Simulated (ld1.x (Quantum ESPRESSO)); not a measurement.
The numbers below are computed, except where a source is named.
# Pseudopotentials across the periodic table

Generated with ld1.x 7.5 (TM, RRKJ, ultrasoft, PAW), atompaw 4.2 or ONCVPSP 4.0.1. The cutoff is in Ry: for ld1.x and atompaw files where the sum of valence levels is converged to 10 mRy in a Bessel basis, for ONCV files where the hardest occupied wave has 1 mHa per electron of residual kinetic energy. The error is the largest all-electron minus pseudo excitation energy over each file’s own four to seven test configurations (ionisations up to +4, promotions, holes and added fractions of an electron), all of which were solved. The labels leave out finer settings (local radius, basis sizes, second energies), which also bear on the numbers. Spin-polarised tests are not counted. The rows are a selection from randomly drawn settings: files with unsolved tests, undetermined cutoffs or missed reference levels are left out.

A true bound ghost makes a file unfit for plane-wave use even where its test errors are small: the radial tests pick states by their node count and pass the ghost by.

```csv
element,potential,cutoff (Ry),largest error (meV),bound ghosts
Sc,"RRKJ, PW91, scalar-relativistic, rc 2.45/4.05/1.65 (spd), local s, core correction yes, reference 3d2 4s1 4p0",50,-285,none
Tl,"PAW, PBE, scalar-relativistic, rc 2.25/2.40/2.10/2.35 (spdf), local smoothed, core correction yes, reference 5d10 6s1.75 6p1.25",30,-193,s
```

Question: Fill in the row for Cl: PAW, LDA (PZ), scalar-relativistic, rc 1.25/1.35/1.30 (spd), local smoothed, core correction yes, reference 3s1 3p6.

Answer: cutoff 25 Ry, largest error -29 meV, bound ghosts: none.

Question: Fill in the row for Zn: ultrasoft, PBEsol, scalar-relativistic, rc 1.95/3.60/1.55 (spd), local smoothed, core correction yes, reference 3d10 4s2 4p0.

Answer: cutoff 45 Ry, largest error -169 meV, bound ghosts: none.

Question: Fill in the row for Br: ultrasoft, PBE, scalar-relativistic, rc 1.35/1.65 (sp), local smoothed, core correction yes, reference 4s2 4p2.

Answer: cutoff 21 Ry, largest error -20 meV, bound ghosts: none.
